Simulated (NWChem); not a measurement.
Everything below was run with NWChem. System: N-methylmethanimine (C$_{2}$H$_{5}$N), charge 0, spin multiplicity 1, at a geometry optimised with B3LYP/def2-SVP. Level: evGW0@PBE0/def2-SVPD, RI basis def2-svpd-rifit, 6 cycles.

Input file:

```
start mol
memory heap 200 mb stack 700 mb global 1700 mb
geometry units angstroms nocenter noautoz
  C     -1.101829     0.345228     0.000000
  N      0.035405    -0.544811     0.000000
  C      1.197592    -0.047334     0.000000
  H     -1.729368     0.133913    -0.882390
  H     -1.729368     0.133913     0.882390
  H     -0.838141     1.423683     0.000000
  H      1.398715     1.045477     0.000000
  H      2.075748    -0.710673     0.000000
  symmetry group Cs
end
basis spherical
  * library def2-svpd
end
basis "ri basis" bse spherical
  * library def2-svpd-rifit
end
dft
  xc pbe0
  iterations 100
  direct
  tolerances tight
end
task dft energy
gw
  evgw0 6
  states alpha occ -1 vir -1
end
task dft gw
```

Output (cleaned and shortened):

```
             Northwest Computational Chemistry Package (NWChem) 7.3.0
             --------------------------------------------------------

                                NWChem Input Module
                                -------------------

 Scaling coordinates for geometry "geometry" by  1.889725989
 (inverse scale =  0.529177249)

 Turning off AUTOSYM since
 SYMMETRY directive was detected!

                             Geometry "geometry" -> ""
                             -------------------------

 Output coordinates in angstroms (scale by  1.889725989 to convert to a.u.)

  No.       Tag          Charge          X              Y              Z
 ---- ---------------- ---------- -------------- -------------- --------------
    1 C                    6.0000    -1.10182900     0.34522800     0.00000000
    2 N                    7.0000     0.03540500    -0.54481100     0.00000000
    3 C                    6.0000     1.19759200    -0.04733400     0.00000000
    4 H                    1.0000    -1.72936800     0.13391300    -0.88239000
    5 H                    1.0000    -1.72936800     0.13391300     0.88239000
    6 H                    1.0000    -0.83814100     1.42368300     0.00000000
    7 H                    1.0000     1.39871500     1.04547700     0.00000000
    8 H                    1.0000     2.07574800    -0.71067300     0.00000000

 Effective nuclear repulsion energy (a.u.)      71.9808713090

            Nuclear Dipole moment (a.u.)
            ----------------------------
        X                 Y               Z
 ---------------- ---------------- ----------------
    -0.0000018897     0.0000000000     0.0000000000

      Symmetry information
      --------------------

 Group name             Cs
 Group number              2
 Group order               2
 No. of unique centers     7

      Symmetry unique atoms

     1    2    3    4    6    7    8


 Summary of "ao basis" -> "" (spherical)
 ------------------------------------------------------------------------------
       Tag                 Description            Shells   Functions and Types
 ---------------- ------------------------------  ------  ---------------------
 *                         def2-svpd                  on all atoms

 new library libraries.bse/

 Summary of "ri basis" -> "" (spherical)
 ------------------------------------------------------------------------------
       Tag                 Description            Shells   Functions and Types
 ---------------- ------------------------------  ------  ---------------------
 *                      def2-svpd-rifit               on all atoms

                                 NWChem DFT Module
                                 -----------------

 Summary of "ao basis" -> "ao basis" (spherical)
 ------------------------------------------------------------------------------
       Tag                 Description            Shells   Functions and Types
 ---------------- ------------------------------  ------  ---------------------
 C                         def2-svpd                 8       20   4s2p2d
 N                         def2-svpd                 8       20   4s2p2d
 H                         def2-svpd                 4        8   2s2p

 Summary of "ao basis" -> "ao basis" (spherical)
 ------------------------------------------------------------------------------
       Tag                 Description            Shells   Functions and Types
 ---------------- ------------------------------  ------  ---------------------
 C                         def2-svpd                 8       20   4s2p2d
 N                         def2-svpd                 8       20   4s2p2d
 H                         def2-svpd                 4        8   2s2p

      Symmetry analysis of basis
      --------------------------

        a'         68
        a"         32

            General Information
            -------------------
          SCF calculation type: DFT
          Wavefunction type:  closed shell.
          No. of atoms     :     8
          No. of electrons :    24
           Alpha electrons :    12
            Beta electrons :    12
          Charge           :     0
          Spin multiplicity:     1
          Use of symmetry is: on ; symmetry adaption is: on
          Maximum number of iterations: 100
          This is a Direct SCF calculation.
          AO basis - number of functions:   100
                     number of shells:    44
          Convergence on energy requested:  1.00D-06
          Convergence on density requested:  1.00D-05
          Convergence on gradient requested:  5.00D-04

              XC Information
              --------------
                         PBE0 Method XC Functional
                     Hartree-Fock (Exact) Exchange  0.250
          PerdewBurkeErnzerhof Exchange Functional  0.750
            Perdew 1991 LDA Correlation Functional  1.000 local
           PerdewBurkeErnz. Correlation Functional  1.000 non-local

             Grid Information
             ----------------
          Grid used for XC integration:  medium
          Radial quadrature: Mura-Knowles
          Angular quadrature: Lebedev.
          Tag              B.-S. Rad. Rad. Pts. Rad. Cut. Ang. Pts.
          ---              ---------- --------- --------- ---------
          C                   0.70       49          10.0       434
          N                   0.65       49           8.0       434
          H                   0.35       45          11.0       434
          Grid pruning is: on
          Number of quadrature shells:   327
          Spatial weights used:  Erf1
[...]
@GW        87         67.143           0.000
@GW        88         70.180           0.000
@GW        89         70.928           0.000
@GW        90         75.362           0.000
@GW        91         78.128           0.000
@GW        92         78.722           0.000
@GW        93         79.435           0.000
@GW        94         84.667           0.000
@GW        95         86.388           0.000
@GW        96         90.356           0.000
@GW        97         90.700           0.000
@GW        98         91.017           0.000
@GW        99         98.500           0.000
@GW       100        100.167           0.000

  *** G4W0

          Solving quasiparticle equations

                  Alpha Orbitals
          State     Energy (eV)     Error (eV)
          -----------------------------------
@GW         1       -407.314           0.000
@GW         2       -293.705           0.000
@GW         3       -293.190           0.000
@GW         4        -27.240           0.000
@GW         5        -22.222           0.000
@GW         6        -18.800           0.000
@GW         7        -15.918           0.000
@GW         8        -15.492           0.000
@GW         9        -14.757           0.000
@GW        10        -13.364           0.000
@GW        11        -11.026           0.000
@GW        12         -9.486           0.000
@GW        13          2.426           0.000
@GW        14          2.385           0.000
@GW        15          3.064           0.000
@GW        16          4.527           0.000
@GW        17          4.992           0.000
@GW        18          5.353           0.000
@GW        19          5.639           0.000
@GW        20          5.805           0.000
@GW        21          5.913           0.000
@GW        22          6.927           0.000
@GW        23          7.240           0.000
@GW        24          7.426           0.000
@GW        25          8.280           0.000
@GW        26          8.385           0.000
@GW        27          9.267           0.000
@GW        28         10.047           0.000
@GW        29         10.102           0.000
@GW        30         10.587           0.000
@GW        31         11.103           0.000
@GW        32         11.387           0.000
@GW        33         11.427           0.000
@GW        34         11.906           0.000
@GW        35         11.861           0.000
@GW        36         12.421           0.000
@GW        37         12.483           0.000
@GW        38         13.180           0.000
@GW        39         13.466           0.000
@GW        40         13.715           0.000
@GW        41         13.725           0.000
@GW        42         15.186           0.000
@GW        43         15.860           0.000
@GW        44         15.862           0.000
@GW        45         15.933           0.000
@GW        46         16.617           0.000
@GW        47         16.975           0.000
@GW        48         18.251           0.000
@GW        49         18.562           0.000
@GW        50         19.740           0.000
@GW        51         19.966           0.000
@GW        52         21.550           0.000
@GW        53         21.982           0.000
@GW        54         23.729           0.000
@GW        55         25.448           0.000
@GW        56         26.613           0.000
@GW        57         28.204           0.000
@GW        58         28.744           0.000
@GW        59         28.778           0.000
@GW        60         30.810           0.000
@GW        61         31.340           0.000
@GW        62         31.484           0.000
@GW        63         32.109           0.000
@GW        64         34.129           0.000
@GW        65         36.550           0.000
@GW        66         37.255           0.000
@GW        67         40.249           0.000
@GW        68         41.677           0.000
@GW        69         44.279           0.000
@GW        70         46.559           0.000
@GW        71         46.963           0.000
@GW        72         49.292           0.000
@GW        73         49.277           0.000
@GW        74         50.243           0.000
@GW        75         50.418           0.000
@GW        76         52.770           0.000
@GW        77         54.742           0.000
@GW        78         56.720           0.000
@GW        79         56.769           0.000
@GW        80         57.689           0.000
@GW        81         58.201           0.000
@GW        82         59.014           0.000
@GW        83         60.621           0.000
@GW        84         61.970           0.000
@GW        85         63.906           0.000
@GW        86         65.438           0.000
@GW        87         67.145           0.000
@GW        88         70.180           0.000
@GW        89         70.928           0.000
@GW        90         75.362           0.000
@GW        91         78.130           0.000
@GW        92         78.724           0.000
@GW        93         79.439           0.000
@GW        94         84.667           0.000
@GW        95         86.392           0.000
@GW        96         90.363           0.000
@GW        97         90.697           0.000
@GW        98         91.023           0.000
@GW        99         98.499           0.000
@GW       100        100.182           0.000

  *** G5W0

          Solving quasiparticle equations

                  Alpha Orbitals
          State     Energy (eV)     Error (eV)
          -----------------------------------
@GW         1       -407.344           0.000
@GW         2       -293.720           0.000
@GW         3       -293.201           0.000
@GW         4        -27.240           0.000
@GW         5        -22.222           0.000
@GW         6        -18.800           0.000
@GW         7        -15.918           0.000
@GW         8        -15.492           0.000
@GW         9        -14.757           0.000
@GW        10        -13.364           0.000
@GW        11        -11.026           0.000
@GW        12         -9.486           0.000
@GW        13          2.426           0.000
@GW        14          2.385           0.000
@GW        15          3.064           0.000
@GW        16          4.527           0.000
@GW        17          4.992           0.000
@GW        18          5.353           0.000
@GW        19          5.639           0.000
@GW        20          5.805           0.000
@GW        21          5.913           0.000
@GW        22          6.927           0.000
@GW        23          7.240           0.000
@GW        24          7.426           0.000
@GW        25          8.280           0.000
@GW        26          8.385           0.000
@GW        27          9.267           0.000
@GW        28         10.047           0.000
@GW        29         10.102           0.000
@GW        30         10.587           0.000
@GW        31         11.103           0.000
@GW        32         11.386           0.000
@GW        33         11.427           0.000
@GW        34         11.906           0.000
@GW        35         11.861           0.000
@GW        36         12.421           0.000
@GW        37         12.483           0.000
@GW        38         13.180           0.000
@GW        39         13.466           0.000
@GW        40         13.715           0.000
@GW        41         13.725           0.000
@GW        42         15.186           0.000
@GW        43         15.860           0.000
@GW        44         15.861           0.000
@GW        45         15.932           0.000
@GW        46         16.617           0.000
@GW        47         16.975           0.000
@GW        48         18.251           0.000
@GW        49         18.561           0.000
@GW        50         19.740           0.000
@GW        51         19.966           0.000
@GW        52         21.550           0.000
@GW        53         21.982           0.000
@GW        54         23.729           0.000
@GW        55         25.448           0.000
@GW        56         26.612           0.000
@GW        57         28.204           0.000
@GW        58         28.744           0.000
@GW        59         28.777           0.000
@GW        60         30.810           0.000
@GW        61         31.340           0.000
@GW        62         31.483           0.000
@GW        63         32.109           0.000
@GW        64         34.129           0.000
@GW        65         36.550           0.000
@GW        66         37.254           0.000
@GW        67         40.249           0.000
@GW        68         41.677           0.000
@GW        69         44.279           0.000
@GW        70         46.559           0.000
@GW        71         46.963           0.000
@GW        72         49.292           0.000
@GW        73         49.277           0.000
@GW        74         50.243           0.000
@GW        75         50.418           0.000
@GW        76         52.770           0.000
@GW        77         54.742           0.000
@GW        78         56.720           0.000
@GW        79         56.769           0.000
@GW        80         57.689           0.000
@GW        81         58.201           0.000
@GW        82         59.013           0.000
@GW        83         60.621           0.000
@GW        84         61.970           0.000
@GW        85         63.906           0.000
@GW        86         65.438           0.000
@GW        87         67.145           0.000
@GW        88         70.180           0.000
@GW        89         70.928           0.000
@GW        90         75.362           0.000
@GW        91         78.130           0.000
@GW        92         78.724           0.000
@GW        93         79.440           0.000
@GW        94         84.667           0.000
@GW        95         86.392           0.000
@GW        96         90.364           0.000
@GW        97         90.697           0.000
@GW        98         91.023           0.000
@GW        99         98.499           0.000
@GW       100        100.185           0.000

     GW Timing Statistics
   ------------------------
   Init.   :          0.1s
     ERIs  :          1.1s
     Distr.:          0.1s
     Vxc   :          1.1s
   Sigma_x :          0.0s
   RPA     :          0.4s
   Wmn     :          2.6s
   Sigma_c :          1.1s
   GW total:          6.4s

 Task  times  cpu:        6.4s     wall:        6.4s

 Total times  cpu:       14.4s     wall:       14.4s
```
